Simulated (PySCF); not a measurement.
# As⁻ (arsenic, charge -1) across methods

[Ar] 3d10 4s2 4p4, high-spin 3P determinant. Computed with PySCF 2.14 in aug-cc-pVDZ-PP with ECP10MDF (5s4p3d, 32 functions), with a scalar-relativistic core potential.

```csv
method,E (hartree),mean ε 4s β (eV),mean ε 4p α (eV),mean ε 4p β (eV),Σ⟨r²⟩ (bohr²),⟨S²⟩
PBE,-332.4308,-6.711,0.686,1.779,63.74,2.007
LC-wPBE,-332.4730,-10.661,-2.513,-1.096,59.92,2.007
PBE0,-332.3983,-7.800,-0.221,1.062,62.08,2.008
LDA,-331.9263,-7.105,0.601,1.670,63.95,2.006
UHF,-331.18560,-10.232,-2.668,-0.462,61.61,2.025
r2SCAN,-332.3178,-6.720,0.437,1.664,62.22,2.014
wB97M-V,-332.2369,-10.346,-2.093,-0.762,62.33,2.007
wB97X,-332.4696,-10.503,-2.223,-0.886,61.70,2.008
MN15,-332.8315,-8.563,-0.830,0.495,65.61,2.013
```

Energies and moments cover only the electrons outside the core potential.

The highest occupied level is positive at PBE, PBE0, LDA, r2SCAN, MN15: only the finite basis holds that electron, which in a density functional comes from self-interaction.
